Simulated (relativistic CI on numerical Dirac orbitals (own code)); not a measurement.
Calculated at this level of theory: Dirac-Coulomb-Breit CI, KLI orbitals optimised for each configuration, QED by a radiative potential, unscaled Slater integrals (own radial code, finite nucleus).

CI space (outside the closed core [Ne]): 3s, 3p, 3d, 4s, 4p, 4d, 4f, 5s, 5p, 5d, 5f, 5g, 6s, 6p, 6d, 7s, 7p. Levels of other configurations are missing.

At this charge energies of transitions that change n are usually good to better than 1 %, and those within a shell (Δn = 0) to a few per cent.

Outline of the computed level scheme of V XIII. Lowest level of each configuration: 3s ²S1/2 at 0.000 eV; 3p ²P°1/2 at 28.018 eV; 3d ²D3/2 at 67.644 eV; 4s ²S1/2 at 160.864 eV; 4p ²P°1/2 at 171.814 eV; 4d ²D3/2 at 186.272 eV; 4f ²F°5/2 at 191.594 eV; 5s ²S1/2 at 228.395 eV; 5p ²P°1/2 at 233.753 eV.

Some strong electric-dipole decays among the lowest 15 levels: 4f ²F°7/2 → 3d ²D5/2 (4.4e+11 s⁻¹); 4f ²F°5/2 → 3d ²D3/2 (4.1e+11 s⁻¹); 4d ²D5/2 → 3p ²P°3/2 (1.6e+11 s⁻¹); 4d ²D3/2 → 3p ²P°1/2 (1.3e+11 s⁻¹); 4s ²S1/2 → 3p ²P°3/2 (1.0e+11 s⁻¹); 4p ²P°1/2 → 3s ²S1/2 (7.9e+10 s⁻¹); 4p ²P°3/2 → 3s ²S1/2 (7.5e+10 s⁻¹); 4s ²S1/2 → 3p ²P°1/2 (5.1e+10 s⁻¹).
